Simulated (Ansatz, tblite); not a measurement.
Removing an electron: TaS(OSiH3)3 (TaSi3SO3H9). The state is a singlet with charge 0. Geometry: r2SCAN-D4/def2-SVP. Ansatz, gas phase; energy differences of separate SCF runs; the oxidised species was run as a doublet alone.

```tsv
atom	x (Å)	y (Å)	z (Å)
Ta1	-0.0494	0.0116	-0.3071
S2	-0.4208	0.0843	-2.4599
O3	1.5546	0.9614	0.0576
Si4	2.9277	1.8780	-0.2461
H5	3.1076	2.0317	-1.7168
H6	4.1013	1.1779	0.3469
H7	2.7583	3.2117	0.3962
O8	0.1205	-1.8087	0.2086
Si9	0.1706	-3.4770	0.0273
H10	-0.1547	-3.8335	-1.3819
H11	-0.8254	-4.0815	0.9555
H12	1.5392	-3.9500	0.3778
O13	-1.5211	0.8204	0.5807
Si14	-3.0086	1.5805	0.7480
H15	-3.5871	1.8424	-0.5994
H16	-2.8039	2.8615	1.4805
H17	-3.9089	0.6892	1.5320
```

In the def2 sets Ta takes a core potential; there is no spin–orbit coupling. The xTB rows come from tblite. HSE06 is defined as in plane-wave codes, on full-range PBE exchange. HOMO above LUMO, or a gap near zero within one spin, warns that the state may not be the lowest or that an electron is smeared out.

Q: Estimate orbital energies and vertical ionisation energies at: GFN1-xTB; GFN2-xTB; PBE-D4/def2-TZVP; PBE0-D4/def2-TZVP; HSE06-D4/def2-TZVP.

A: 
| level | −HOMO (eV) | vertical IE (eV) | −LUMO (eV) | HOMO–LUMO gap (eV) | remarks |
| --- | --- | --- | --- | --- | --- |
| GFN1-xTB | 10.91 | 13.34 | 7.74 | 3.17 | – |
| GFN2-xTB | 10.20 | 12.86 | 7.39 | 2.82 | – |
| PBE-D4/def2-TZVP | 6.15 | 8.90 | 1.94 | 4.21 | gap within one spin near zero (+1 doublet) |
| PBE0-D4/def2-TZVP | 7.29 | 9.06 | 1.13 | 6.16 | – |
| HSE06-D4/def2-TZVP | 6.89 | 9.06 | 1.51 | 5.39 | – |

Relaxing the oxidised species (r2SCAN-D4/def2-SVP) changes its energy by -0.55 eV at PBE-D4/def2-TZVP, so the adiabatic ionisation energy to this nearest minimum is 8.35 eV. At PBE0-D4/def2-TZVP it is 8.42 eV.    Raw xTB energy differences between charge states are shifted by several eV; the methods need an empirical correction for them.
